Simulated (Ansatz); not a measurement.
Pulling on the Sn1–O2 bond in SnO (multiplicity 1 held). Energies count from the point at 1.832 Å.


R- and RO- levels are restricted; in cc, def2 and unpolarised 6-31G sets they are followed outwards from rest. Active spaces are followed from rest. Curves can end on different states.

Cores are frozen in the correlated methods. Filled d and f shells under p-block atoms count as core.

The values were computed with Ansatz (Gaussian orbitals).  In def2 rows elements past Kr take small-core potentials, without spin–orbit coupling.

R-PBE/def2-TZVPP gives 180.63 kcal/mol for the energy at R = 7.327 Å.

### Question
Where do these levels fall relative to PBE: R-r2SCAN/def2-TZVPP, R-wB97X-V/def2-TZVPP, R-MP2/def2-TZVPP, SC-NEVPT2 on CASSCF(10,8)/def2-TZVPP, FIC-MRCISD+Q on CASSCF(10,8)/def2-TZVPP.

### Answer
R-r2SCAN/def2-TZVPP 18.85; R-wB97X-V/def2-TZVPP 28.25; R-MP2/def2-TZVPP 52.75; SC-NEVPT2 on CASSCF(10,8)/def2-TZVPP -57.02; FIC-MRCISD+Q on CASSCF(10,8)/def2-TZVPP -56.58 kcal/mol. 3 of 5 lie above PBE; the widest gap is to SC-NEVPT2 on CASSCF(10,8)/def2-TZVPP.

Doubts at one or more of the structures used: a restricted determinant that unrestricted orbitals would lower (R-PBE/def2-TZVPP, R-r2SCAN/def2-TZVPP, R-wB97X-V/def2-TZVPP, R-MP2/def2-TZVPP).

Ansatz is a first-principles code.
